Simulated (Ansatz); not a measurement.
Input for Ansatz (a first-principles code): R-CCSD(T)/def2-SVP on F2Te (SMILES F[Te]F), a point of a bond scan (R = 1.907 Å). Elements past Kr take the def2 small-core potentials; no spin–orbit coupling. The run froze 11 orbitals, filled d shells among them.

Ansatz 0.2 input:
```yaml
crystal:
  periodic: [false, false, false]
  atoms:
    - {symbol: Te, position_ang: [0.04128966, -0.02631507, 0.32717205]}
    - {symbol: F, position_ang: [0.59664851, 1.28865536, -0.93798078]}
    - {symbol: F, position_ang: [-0.83521100, -1.13661273, -0.95234664]}
basis:
  gaussian:
    orbitals: def2-SVP
    pivot_positions_ang: [[0.04128966, -0.02631507, 0.32717205], [0.59664851, 1.28865536, -0.93798078], [-0.83521100, -1.13661273, -0.95234664]]
magnetization: {spin_polarized: false}
correlation: {method: ccsd_t, electrons: outside_noble_gas}
scf: {lower_state_search: off}
output: {orbitals: {seedname: ./end}}
```

The log:

```
WARN ansatz: RAYON_NUM_THREADS=1 ignored (pool sized by the plan → 1); use --threads N
Functional definition: HF
these checks for a lower state are left out or cut short: stability, starts, cluster_reference, orbital_swaps, neighbouring_geometries, increment
integrals: 0.02 GiB planned
647 factors; integrals over basis functions are off by at most 1.6e-4 eV
mean field: 0.13 GiB planned
mean field evaluation 1: about -12669.1573 eV, gradient 3.4e1 eV
mean field evaluation 2: about -12669.2951 eV, gradient 3.4e1 eV
mean field evaluation 4: about -12671.4513 eV, gradient 1.8e0 eV
mean field evaluation 8: about -12671.4709 eV, gradient 1.2e-1 eV
mean field -12671.47104587 eV, -465.6679719043 hartree, gradient 2.3e-6 eV, S^2 0.000000; 0 other end points of the search recorded, 0 dependent functions left out
11 core orbitals not correlated
reference -12671.47104587 eV, -465.6679719043 hartree; 10, 10 occupied and 33, 33 virtual orbitals, 647 factors
second order -12.85104705 eV of doubles, -0.00000000 eV of singles
coupled cluster: 0.08 GiB planned
cycle   1  -12.72119488 eV  change    1.3e-1 eV  update   1.0e-1
cycle   2  -13.05021767 eV  change   -3.3e-1 eV  update   3.7e-2
cycle   3  -13.15565154 eV  change   -1.1e-1 eV  update   1.9e-2
cycle   4  -13.14894598 eV  change    6.7e-3 eV  update   4.7e-3
cycle   5  -13.14529546 eV  change    3.7e-3 eV  update   2.3e-3
cycle   6  -13.14616188 eV  change   -8.7e-4 eV  update   7.1e-4
cycle   7  -13.14607652 eV  change    8.5e-5 eV  update   2.7e-4
cycle   8  -13.14590320 eV  change    1.7e-4 eV  update   1.0e-4
cycle   9  -13.14594300 eV  change   -4.0e-5 eV  update   4.1e-5
cycle  10  -13.14596242 eV  change   -1.9e-5 eV  update   1.2e-5
perturbative correction -0.26191258 eV, -0.0096251098 hartree
Total energy: -12684.87892087 eV, -466.1607022224 hartree
Checks for a lower state left out: stability, starts, cluster_reference, orbital_swaps, neighbouring_geometries, increment
```

Self-consistency was reached.

Cost: about 1.4 core-seconds (a rough figure).
